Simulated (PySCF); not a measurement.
A structure optimised at PBE-D3(BJ)/def2-SVP, used in a PySCF frequency run:

```xyz
11

O      0.3073    -1.5389     1.3971
Si     0.0000     0.0000     0.8665
O     -1.4863     0.5033     1.3971
O      1.1790     1.0356     1.3971
C      0.0000     0.0000    -1.0667
F     -0.7460    -1.0219    -1.5748
F     -0.5120     1.1570    -1.5748
F      1.2579    -0.1351    -1.5748
H     -0.3078    -2.2260     1.0864
H     -1.7738     1.3796     1.0864
H      2.0817     0.8464     1.0864
```

Task: Write its SMILES, formula and point group.

Result: O[Si](O)(O)C(F)(F)F, CH3F3O3Si, C3

Task: What are its rotational constants (standard atomic weights)?

Result: 2.2492, 1.3117, 1.3117 GHz
